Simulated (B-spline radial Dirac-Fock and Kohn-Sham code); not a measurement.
## Levels of muonic ²¹²Bi

Nucleus: ²¹²Bi, Fermi distribution (skin thickness 2.3 fm), rms radius 5.5489 fm (measured, Angeli and Marinova 2013).

Input file task.json (cfg lists n, l and occupation; rrms is the nuclear radius in fm):

```json
{"items": [{
  "Z": 83,
  "q": 0,
  "cfg": [[1, 0, 2], [2, 0, 2], [2, 1, 6], [3, 0, 2], [3, 1, 6], [3, 2, 10], [4, 0, 2], [4, 1, 6], [4, 2, 10], [4, 3, 14], [5, 0, 2], [5, 1, 6], [5, 2, 10], [6, 0, 2], [6, 1, 3]],
  "A": 212,
  "rrms": 5.5489,
  "do": "muonic",
  "nuclei": [[212, 211.991285, 5.5489, "measured", "fermi"]]
}]}
```

Launch: `python xray2_run.py task.json out`

Method: the Dirac equation of a negative muon with reduced mass in the field of a spherical finite nucleus, with the Uehling potential to all orders; nuclear polarisation, deformation, hyperfine structure, self-energy, higher-order vacuum polarisation, relativistic recoil and electron screening are left out. Computed with an atomic code on a B-spline grid.

| level | binding (keV) | point nucleus, no QED (keV) | vacuum polarisation (keV) | ⟨r⟩ (fm) |
| --- | --- | --- | --- | --- |
| 1s1/2 | 10740 | 21570 | 67.819 | 8.2 |
| 2s1/2 | 3669 | 5539 | 19.734 | 24.1 |
| 2p1/2 | 4922 | 5539 | 33.107 | 15.2 |
| 2p3/2 | 4734 | 4959 | 30.533 | 16.0 |
| 3s1/2 | 1802 | 2394 | 7.702 | 49.4 |
| 3p1/2 | 2189 | 2394 | 11.053 | 37.8 |
| 3p3/2 | 2140 | 2221 | 10.517 | 38.7 |
| 3d3/2 | 2228 | 2221 | 10.880 | 30.8 |
| 3d5/2 | 2183 | 2175 | 10.189 | 31.8 |
| 4d3/2 | 1249 | 1247 | 4.715 | 62.3 |
| 4d5/2 | 1231 | 1227 | 4.455 | 63.4 |
| 4f5/2 | 1231 | 1227 | 3.913 | 54.1 |
| 4f7/2 | 1221 | 1218 | 3.800 | 54.8 |
| 5f5/2 | 787.4 | 785.5 | 1.967 | 95.1 |
| 5f7/2 | 782.5 | 780.6 | 1.913 | 95.9 |
| 5g7/2 | 782.2 | 780.6 | 1.651 | 83.6 |
| 5g9/2 | 779.3 | 777.7 | 1.625 | 84.1 |
| 6g7/2 | 543.1 | 542.2 | 0.911 | 133.9 |
| 6g9/2 | 541.4 | 540.5 | 0.897 | 134.5 |
| 6h9/2 | 541.3 | 540.5 | 0.760 | 119.1 |
| 6h11/2 | 540.2 | 539.4 | 0.752 | 119.6 |

Problem. By how much does the finite nuclear size lower the 1s binding energy?

Solution. By 10900 keV, 50.54 % of the point-nucleus value (point value plus vacuum polarisation less the binding energy). The 1s orbit has ⟨r⟩ = 8.2 fm.
